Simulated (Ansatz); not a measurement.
Reaction (SMILES): [S]F (F-S) → F atom + S atom
B3LYP-D3(BJ)/def2-TZVP geometries, fixed; electronic energies without zero-point terms.

Effect of a fitting basis named in the input at MP2/def2-TZVPP with Ansatz (an electronic-structure program), against the last row, where the atomisation energy is 83.53 kcal/mol. Cores are frozen. Open shells are unrestricted. The default fits or decomposes integrals by the program's own choice; accuracy: high also tightens integrals, grids and stops.

```tsv
setting	largest shift of a total energy (mEh)	shift of the atomisation energy (kcal/mol)
fitting: def2-universal-jkfit and def2-SVP-RIFIT	-4.432	-0.417
fitting: def2-universal-jkfit and cc-pVDZ-RIFIT	-3.283	-0.331
fitting: def2-universal-jkfit and cc-pVTZ-RIFIT	0.118	-0.044
fitting: def2-universal-jkfit and aug-cc-pVTZ-RIFIT	0.132	-0.060
fitting: def2-universal-jkfit and cc-pVQZ-RIFIT	0.137	-0.063
fitting: def2-universal-jkfit and aug-cc-pVQZ-RIFIT	0.140	-0.065
accuracy: high	-0.003	0.001
accuracy: medium (default)	0.000	0.000
```

Within 0.1 kcal/mol in the atomisation energy: fitting: def2-universal-jkfit and cc-pVTZ-RIFIT; fitting: def2-universal-jkfit and aug-cc-pVTZ-RIFIT; fitting: def2-universal-jkfit and cc-pVQZ-RIFIT; fitting: def2-universal-jkfit and aug-cc-pVQZ-RIFIT; accuracy: high. The largest shift is 4.432 mEh in a total energy and 0.417 kcal/mol in the difference.
